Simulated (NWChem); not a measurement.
Everything below was run with NWChem. System: H₂BrNPb, charge 0, spin multiplicity 1, at a geometry optimised with B3LYP/def2-SVP with def2 effective core potentials on Pb. The structure started from a generated list of species. Level: RHF/def2-TZVP with def2 effective core potentials on Pb.

Job file:

```
start mol
memory heap 200 mb stack 800 mb global 1000 mb
geometry units angstroms nocenter noautoz
  Pb    -0.586638    -0.468697     0.000000
  Br     1.098084     1.616499     0.000000
  N      0.979390    -1.930907     0.000000
  H      1.968521    -1.687250     0.000000
  H      0.847135    -2.940714     0.000000
  symmetry group Cs
end
basis spherical
  * library def2-tzvp
end
ecp
  Pb library def2-ecp
end
scf
  rhf
  nopen 0
  maxiter 100
  thresh 1e-7
  semidirect memsize 60000000 filesize 0
end
task scf energy
```

Output (cleaned and shortened):

```
             Northwest Computational Chemistry Package (NWChem) 7.3.0
             --------------------------------------------------------

                                NWChem Input Module
                                -------------------

 Scaling coordinates for geometry "geometry" by  1.889725989
 (inverse scale =  0.529177249)

 Turning off AUTOSYM since
 SYMMETRY directive was detected!

                             Geometry "geometry" -> ""
                             -------------------------

 Output coordinates in angstroms (scale by  1.889725989 to convert to a.u.)

  No.       Tag          Charge          X              Y              Z
 ---- ---------------- ---------- -------------- -------------- --------------
    1 Pb                  82.0000    -0.58663800    -0.46869700     0.00000000
    2 Br                  35.0000     1.09808400     1.61649900     0.00000000
    3 N                    7.0000     0.97939000    -1.93090700     0.00000000
    4 H                    1.0000     1.96852100    -1.68725000     0.00000000
    5 H                    1.0000     0.84713500    -2.94071400     0.00000000

 Effective nuclear repulsion energy (a.u.)     792.4150176236

            Nuclear Dipole moment (a.u.)
            ----------------------------
        X                 Y               Z
 ---------------- ---------------- ----------------
     0.0000188973    -0.0000037795     0.0000000000

      Symmetry information
      --------------------

 Group name             Cs
 Group number              2
 Group order               2
 No. of unique centers     5

      Symmetry unique atoms

     1    2    3    4    5


 Summary of "ao basis" -> "" (spherical)
 ------------------------------------------------------------------------------
       Tag                 Description            Shells   Functions and Types
 ---------------- ------------------------------  ------  ---------------------
 *                         def2-tzvp                  on all atoms

 Summary of "ao basis" -> "ao basis" (spherical)
 ------------------------------------------------------------------------------
       Tag                 Description            Shells   Functions and Types
 ---------------- ------------------------------  ------  ---------------------
 Pb                        def2-tzvp                16       50   6s5p3d2f
 Br                        def2-tzvp                16       48   6s5p4d1f
 N                         def2-tzvp                11       31   5s3p2d1f
 H                         def2-tzvp                 4        6   3s1p

                                 NWChem SCF Module
                                 -----------------

  ao basis        = "ao basis"
  functions       =   141
  atoms           =     5
  closed shells   =    33
  open shells     =     0
  charge          =   0.00
  wavefunction    = RHF
  use symmetry    = T
  symmetry adapt  = T

 Summary of "ao basis" -> "ao basis" (spherical)
 ------------------------------------------------------------------------------
       Tag                 Description            Shells   Functions and Types
 ---------------- ------------------------------  ------  ---------------------
 Pb                        def2-tzvp                16       50   6s5p3d2f
 Br                        def2-tzvp                16       48   6s5p4d1f
 N                         def2-tzvp                11       31   5s3p2d1f
 H                         def2-tzvp                 4        6   3s1p

      Symmetry analysis of basis
      --------------------------

        a'         96
        a"         45

 Forming initial guess at       0.3s

      Superposition of Atomic Density Guess
      -------------------------------------

 Sum of atomic energies:       -2847.07079315

      Non-variational initial energy
      ------------------------------

 Total energy =   -2819.882307
 1-e energy   =   -4495.046951
 2-e energy   =    1423.350259
 HOMO         =      -0.318460
 LUMO         =      -0.043111

      Symmetry analysis of molecular orbitals - initial
      -------------------------------------------------

  Numbering of irreducible representations:

     1 a'          2 a"

  Orbital symmetries:

     1 a'          2 a'          3 a'          4 a'          5 a"
     6 a'          7 a'          8 a'          9 a'         10 a"
    11 a'         12 a'         13 a'         14 a"         15 a'
    16 a'         17 a"         18 a'         19 a"         20 a'
    21 a'         22 a'         23 a"         24 a'         25 a"
    26 a'         27 a'         28 a'         29 a'         30 a"
    31 a'         32 a"         33 a'         34 a"         35 a'
    36 a'         37 a'         38 a'         39 a"         40 a'
    41 a'         42 a'         43 a"

 Starting SCF solution at      12.6s

 ----------------------------------------------
         Quadratically convergent ROHF

 Convergence threshold     :          1.000E-07
 Maximum no. of iterations :          100
 Final Fock-matrix accuracy:          1.000E-09
 ----------------------------------------------

              iter       energy          gnorm     gmax       time
             ----- ------------------- --------- --------- --------
                 1    -2819.8856407134  9.90D-01  2.40D-01     13.0
                 2    -2819.9498923653  2.76D-01  5.24D-02     13.9
                 3    -2819.9575790049  9.71D-03  2.32D-03     15.5
                 4    -2819.9575942044  9.46D-05  2.94D-05     17.9
                 5    -2819.9575942067  9.84D-09  1.96D-09     22.1

       Final RHF  results
       ------------------

         Total SCF energy =  -2819.957594206668
      One-electron energy =  -4498.770396167440
      Two-electron energy =   1426.998416672913
 Nuclear repulsion energy =    251.814385287859

        Time for solution =      9.6s

       Symmetry analysis of molecular orbitals - final
       -----------------------------------------------

  Numbering of irreducible representations:

     1 a'          2 a"

  Orbital symmetries:

     1 a'          2 a'          3 a'          4 a"          5 a'
     6 a'          7 a'          8 a'          9 a"         10 a'
    11 a'         12 a"         13 a'         14 a'         15 a'
    16 a"         17 a'         18 a"         19 a'         20 a'
    21 a'         22 a"         23 a"         24 a'         25 a'
    26 a'         27 a'         28 a'         29 a'         30 a"
    31 a'         32 a"         33 a'         34 a"         35 a'
    36 a'         37 a'         38 a"         39 a'         40 a'
    41 a'         42 a'         43 a"

             Final eigenvalues
             -----------------

              1
    1 -489.9697
    2  -65.1123
    3  -58.4670
    4  -58.4665
    5  -58.4664
    6  -15.5338
    7   -9.7854
    8   -7.3949
    9   -7.3924
   10   -7.3919
   11   -6.2081
   12   -3.8967
   13   -3.8920
   14   -3.8867
   15   -3.1363
   16   -3.1353
   17   -3.1347
   18   -3.1316
   19   -3.1316
   20   -1.1411
   21   -1.1206
   22   -1.1163
   23   -1.1109
   24   -1.1055
   25   -1.0633
   26   -0.9458
   27   -0.6446
   28   -0.6277
   29   -0.4543
   30   -0.3959
   31   -0.3874
   32   -0.3744
   33   -0.3656
   34    0.0068
   35    0.0557
   36    0.0784
   37    0.1648
   38    0.1670
   39    0.1792
   40    0.2294
   41    0.2382
   42    0.2800
   43    0.2986

                       ROHF Final Molecular Orbital Analysis
                       -------------------------------------

 Vector   31  Occ=2.000000D+00  E=-3.874240D-01  Symmetry=a'
              MO Center=  8.9D-01,  1.4D+00, -1.4D-13, r^2= 2.3D+00
   Bfn.  Coefficient  Atom+Function         Bfn.  Coefficient  Atom+Function
  ----- ------------  ---------------      ----- ------------  ---------------
    67      0.462633  2 Br py                61     -0.300379  2 Br py
    70      0.285126  2 Br py                64      0.260199  2 Br py
    66     -0.204490  2 Br px

 Vector   32  Occ=2.000000D+00  E=-3.744187D-01  Symmetry=a"
              MO Center=  9.9D-01, -3.6D-01, -2.6D-13, r^2= 4.4D+00
   Bfn.  Coefficient  Atom+Function         Bfn.  Coefficient  Atom+Function
  ----- ------------  ---------------      ----- ------------  ---------------
    68      0.349491  2 Br pz               106     -0.297679  3 N  pz
   109     -0.282727  3 N  pz               112     -0.282167  3 N  pz
    71      0.235280  2 Br pz                62     -0.230155  2 Br pz
    65      0.202180  2 Br pz

 Vector   33  Occ=2.000000D+00  E=-3.656075D-01  Symmetry=a'
              MO Center=  2.7D-01,  5.1D-01,  3.8D-13, r^2= 4.6D+00
   Bfn.  Coefficient  Atom+Function         Bfn.  Coefficient  Atom+Function
  ----- ------------  ---------------      ----- ------------  ---------------
    66      0.396464  2 Br px                 6      0.363073  1 Pb s
     5      0.333223  1 Pb s                  3     -0.277490  1 Pb s
    69      0.262143  2 Br px                60     -0.257890  2 Br px
    63      0.224016  2 Br px                10      0.206478  1 Pb px
    16     -0.191280  1 Pb px                 2      0.172463  1 Pb s

 Vector   34  Occ=0.000000D+00  E= 6.835644D-03  Symmetry=a"
              MO Center= -6.7D-01, -4.8D-01,  6.8D-15, r^2= 5.2D+00
   Bfn.  Coefficient  Atom+Function         Bfn.  Coefficient  Atom+Function
  ----- ------------  ---------------      ----- ------------  ---------------
    21      0.626020  1 Pb pz                18      0.381220  1 Pb pz
    12     -0.324244  1 Pb pz                15      0.230801  1 Pb pz
   112     -0.231317  3 N  pz                71     -0.191612  2 Br pz

 Vector   35  Occ=0.000000D+00  E= 5.574205D-02  Symmetry=a'
              MO Center= -8.7D-01, -7.0D-01, -1.8D-13, r^2= 7.4D+00
   Bfn.  Coefficient  Atom+Function         Bfn.  Coefficient  Atom+Function
  ----- ------------  ---------------      ----- ------------  ---------------
    20      0.884207  1 Pb py                19      0.449592  1 Pb px
    56     -0.395336  2 Br s                103      0.320451  3 N  s
     5      0.280765  1 Pb s                 11     -0.233408  1 Pb py
   132     -0.227896  4 H  s                 14      0.214736  1 Pb py
    69      0.171434  2 Br px

 Vector   36  Occ=0.000000D+00  E= 7.838097D-02  Symmetry=a'
              MO Center= -1.1D+00, -3.5D-01, -1.8D-13, r^2= 8.9D+00
   Bfn.  Coefficient  Atom+Function         Bfn.  Coefficient  Atom+Function
  ----- ------------  ---------------      ----- ------------  ---------------
    19      1.186991  1 Pb px               103     -0.920190  3 N  s
    20     -0.608621  1 Pb py                 6      0.480721  1 Pb s
    70      0.243176  2 Br py                 5      0.222286  1 Pb s
   110      0.189040  3 N  px                 3     -0.175750  1 Pb s
   138      0.171005  5 H  s                 56     -0.162454  2 Br s

 center of mass
 --------------
 x =  -0.11005744 y =   0.00002568 z =   0.00000000

 moments of inertia (a.u.)
 ------------------
        1136.700513430658        -595.300173032530           0.000000000000
        -595.300173032530         660.525307864941           0.000000000000
           0.000000000000           0.000000000000        1797.225821295599

  Mulliken analysis of the total density
  --------------------------------------

    Atom       Charge   Shell Charges
 -----------   ------   -------------------------------------------------------
    1 Pb  22    21.05   0.07 -0.59  1.78  0.76  1.11  0.73 -0.62  6.55  0.43  0.57  0.10  9.12  0.88  0.10  0.04  0.00
    2 Br  35    35.53   2.00  2.00  1.16  0.78  0.97  1.04  6.00  5.94  1.24  2.84  1.53  8.98  1.02 -0.01  0.03  0.00
    3 N    7     7.93   0.82  1.16  0.51  0.84  0.27  1.46  1.78  1.08  0.00  0.01  0.00
    4 H    1     0.74   0.25  0.39  0.05  0.04
    5 H    1     0.76   0.26  0.40  0.06  0.04

       Multipole analysis of the density wrt the origin
       ------------------------------------------------

     L   x y z        total         open         nuclear
     -   - - -        -----         ----         -------
     0   0 0 0     -0.000000      0.000000     66.000000

     1   1 0 0     -1.312459      0.000000     66.515123
     1   0 1 0     -1.323677      0.000000     53.142530
     1   0 0 1     -0.000000      0.000000      0.000000

     2   2 0 0    -39.204376      0.000000    218.123871
     2   1 1 0     -1.197714      0.000000    175.430261
     2   1 0 1     -0.000000      0.000000      0.000000
     2   0 2 0    -41.254725      0.000000    478.107414
     2   0 1 1     -0.000000      0.000000      0.000000
     2   0 0 2    -38.582547      0.000000      0.000000

 Task  times  cpu:       22.2s     wall:       22.2s

 Total times  cpu:       22.2s     wall:       22.2s
```
